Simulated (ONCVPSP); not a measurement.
# Before and after: ONCV potential for Gd

```
Element                 : Gd (Z = 64)
Generator               : ONCVPSP 4.0.1
Type                    : optimised norm-conserving Vanderbilt (ONCV)
Functional              : PBE
Relativity              : scalar-relativistic
Frozen core             : [Kr] 4d10 4f7
Valence charge          : 11
Reference configuration : 5s2 5p6 5d1 6s1 6p1
Partial waves           : 5s+6s: rc 2.40 bohr, ncon 4, nbas 7, qcut 4.8 1/bohr, 3 projectors, debl 3.3 Ha; 5p+6p: rc 2.40 bohr, ncon 4, nbas 8, qcut 7.1 1/bohr, 2 projectors; 5d: rc 2.70 bohr, ncon 5, nbas 10, qcut 5.8 1/bohr, 2 projectors, debl 1 Ha
Local potential         : polynomial inside 2.20 bohr (lpopt 5, dvloc0 0 Ha)
Core correction         : Teter function, fcfact 4, rcfact 1.1
```

Change: all radii but the core radius scaled by about 0.92 (s 2.20, p 2.20, d 2.48 bohr); local potential polynomial inside 2.02 bohr (lpopt 5, dvloc0 0 Ha).

Cutoffs: the cutoffs (Ha) at which the residual kinetic energy of the hardest occupied pseudo-wave falls to 1 and 0.1 mHa per electron; they do not see the model core or the augmentation charge, which bear on the density cutoff. Errors are all-electron minus pseudo energies relative to the spin-unpolarised reference configuration.

Task: What does the change do?

Result: The potential gets harder (8.7 Ha and 15 Ha → 13 Ha and 17 Ha); a bound ghost appears in p, which as a rule spoils a file; of the 4 tests that both files solve, the error grows in 1 and shrinks in 0 by more than 15 % and 0.3 meV (median size 1.1 → 1.2 meV). A smaller radius makes the pseudo-wave follow the all-electron one further in, where it bends more sharply, so more plane waves are needed.

```csv
quantity,base,changed
"cutoff, loose",8.7 Ha,13 Ha
"cutoff, tight",15 Ha,17 Ha
loose cutoff by channel,"s 7.3 Ha, p 8.0 Ha, d 8.7 Ha","s 8.8 Ha, p 13 Ha, d 8.6 Ha"
bound ghosts,none,p
GHOST(+) flags under 300 eV,s at 200.4 eV,s at 132.0 eV
"error for 5s2 5p6 5d1 6s2 6p0, meV [ΔE -2.87 eV]",+1.4,+1.7
"error for 5s2 5p6 5d1 6s1 6p0, meV [ΔE 3.78 eV]",+0.7,+0.8
"error for 5s2 5p6 5d1 6s0 6p0, meV [ΔE 15.88 eV]",+10.0,+9.7
"error for 5s2 5p6 5d1 6s0 6p2, meV [ΔE 3.01 eV]",+0.4,+0.3
"rms error of d²Exc/dni dnj with the model core, mHa",1.59,1.60
```

 A true bound ghost makes a file unfit for plane-wave use even where its test errors are small: the radial tests pick states by their node count and pass the ghost by.
